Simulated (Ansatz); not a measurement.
The same substitution along the group O, S, Te.

Gas-phase electronic energies from Ansatz, PBE0-D4/def2-TZVP geometries. CBS: MP2 limit from def2 TZ/QZ plus the TZ coupled-cluster correction, frozen cores. This one scheme is used for every species. DFT in def2-TZVPP. Elements past krypton have def2 core potentials. For Te outer-core shells are correlated without core-valence functions, which leaves a few kJ/mol of doubt a bond. One conformer a species, not always the lowest.

```
                                                            reaction  MP2/CBS(def2) (kJ/mol)  r2SCAN-D4 (kJ/mol)  ωB97M-V (kJ/mol)
       `CO[SiH2][SiH3]` + `N[SiH2]N` → `CN[SiH2]N` + `O[SiH2][SiH3]`                     -13                 -10                -9
       `CS[SiH2][SiH3]` + `N[SiH2]N` → `CN[SiH2]N` + `[SiH3][SiH2]S`                      36                  32                29
`C[Te][SiH2][SiH3]` + `N[SiH2]N` → `CN[SiH2]N` + `[SiH3][SiH2][TeH]`                      59                  47                45
```

Give the CCSD(T)/CBS values in the same order. (Estimate.)

The calculation gave: -11, 31, 52 kJ/mol.

Largest T1 diagnostic: 0.012, for `O[SiH2][SiH3]`.
